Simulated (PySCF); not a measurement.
# How methods differ on the ionisation energy of Ba

Ba [Xe] 6s2 (1S) → Ba+ [Xe] 6s1 (2S), as a difference of total energies. Calculation: PySCF 2.14, in def2-QZVPPD with the def2 core potential (46 electrons) (7s5p3d2f1g, 60 functions); scalar relativity through the core potential. Correlated levels: valence and next inner shell: nothing frozen outside the core potential. The calculations carry no spin-orbit coupling.

```csv
method,ionisation energy (eV)
UHF,4.260
MP2 (valence and next inner shell),5.046
SCS-MP2 (valence and next inner shell),5.072
CCSD (valence and next inner shell),5.039
CCSD(T) (valence and next inner shell),5.113
```

Errors of the correlated levels include the incompleteness of this basis.

Which method comes closest to the reference value, and which is furthest?

The reference is 5.212 eV (measured; NIST Atomic Spectra Database, ionization energies). Closest: CCSD(T) (valence and next inner shell) (error -0.099 eV); furthest: UHF (error -0.952 eV).
